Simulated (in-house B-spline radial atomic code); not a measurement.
Successive ionisation energies of holmium; each step leads to the configuration of the next row (after the last: [Ar] 3d3/2(3)). Dirac energy differences include first-order Breit, QED and recoil terms. NIST's values go from ground level to ground level; the uncertainty of those that are theory runs from under 0.1 % in few-electron ions to several per cent in heavy many-electron ones. Computed with a radial B-spline atomic code at the basis-set limit: Dirac-Hartree-Fock, jj configuration that fills j = l - 1/2 first, finite nuclei.

A number in brackets counts the electrons of a j subshell.

```csv
ion,configuration,ionisation energy (eV),tabulated value (eV),tabulated kind,computed minus tabulated (eV),highest orbital,largest mean radius (bohr)
Ho29+,[Kr] 4d3/2(2),1075.6,1077,tabulated theory,-1,4d3/2,0.49688
Ho30+,[Kr] 4d3/2(1),1122.2,1122,tabulated theory,0,4d3/2,0.49343
Ho31+,[Ar] 3d10 4s2 4p6,1299.9,1300,tabulated theory,0,4p3/2,0.49003
Ho32+,[Ar] 3d10 4s2 4p1/2(2) 4p3/2(3),1347.0,1346,tabulated theory,1,4p3/2,0.48646
Ho33+,[Ar] 3d10 4s2 4p1/2(2) 4p3/2(2),1394.5,1395,tabulated theory,-1,4p3/2,0.48323
Ho34+,[Ar] 3d10 4s2 4p1/2(2) 4p3/2(1),1442.4,1443,tabulated theory,-1,4p3/2,0.48005
Ho35+,[Ar] 3d10 4s2 4p1/2(2),1544.9,1545,tabulated theory,0,4p1/2,0.46055
Ho36+,[Ar] 3d10 4s2 4p1/2(1),1597.5,1598,tabulated theory,0,4p1/2,0.45815
Ho37+,[Ar] 3d10 4s2,1719.6,1719,tabulated theory,1,4s1/2,0.45578
Ho38+,[Ar] 3d10 4s1,?,?,semi-empirical,?,?,?
Ho39+,[Ar] 3d10,3018.3,3018,tabulated theory,0,3d5/2,0.22639
Ho40+,[Ar] 3d3/2(4) 3d5/2(5),3129.6,3125,tabulated theory,5,3d5/2,0.22496
Ho41+,[Ar] 3d3/2(4) 3d5/2(4),?,?,tabulated theory,?,?,?
Ho42+,[Ar] 3d3/2(4) 3d5/2(3),3356.8,3359,tabulated theory,-2,3d5/2,0.22213
Ho43+,[Ar] 3d3/2(4) 3d5/2(2),?,?,tabulated theory,?,?,?
Ho44+,[Ar] 3d3/2(4) 3d5/2(1),3590.1,3592,tabulated theory,-2,3d5/2,0.21936
Ho45+,[Ar] 3d3/2(4),3759.9,3760,tabulated theory,0,3d3/2,0.21799
```

Task: Fill in the row of Ho38+.

Result: ionisation energy (eV): 1772.8; tabulated value (eV): 1773.6; computed minus tabulated (eV): -1; highest orbital: 4s1/2; largest mean radius (bohr): 0.45294.

Task: Fill in the row of Ho41+.

Result: ionisation energy (eV): 3242.4; tabulated value (eV): 3238; computed minus tabulated (eV): 4; highest orbital: 3d5/2; largest mean radius (bohr): 0.22354.

Task: Fill in the row of Ho43+.

Result: ionisation energy (eV): 3472.7; tabulated value (eV): 3476; computed minus tabulated (eV): -3; highest orbital: 3d5/2; largest mean radius (bohr): 0.22074.

Task: Where is the largest jump?

Result: From Ho38+ to Ho39+, by a factor of 1.70 (1772.8 to 3018.3 eV); the highest orbital goes from 4s1/2 to 3d5/2.
